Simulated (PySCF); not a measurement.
CCl3F, SMILES FC(Cl)(Cl)Cl. Atoms are numbered in the order given.

```xyz
5

F      0.0000     0.0000     1.5902
C      0.0000     0.0000     0.2571
Cl     1.4634     0.8449    -0.3109
Cl     0.0000    -1.6898    -0.3109
Cl    -1.4634     0.8449    -0.3109
```

Geometry: B3LYP-D3(BJ)/def2-SVP.

These are B3LYP/pcJ-1 run with PySCF values and carry that method's errors.

Isotropic couplings with Fermi-contact, spin-dipole and both spin-orbit terms, one fixed conformer, no vibrational averaging. Isotopes: 13C, 19F.

Computed spin–spin coupling constants:
```json
[
 {"pair": "F1–C2", "bonds apart": "1", "J (Hz)": "-447.7"}
]
```
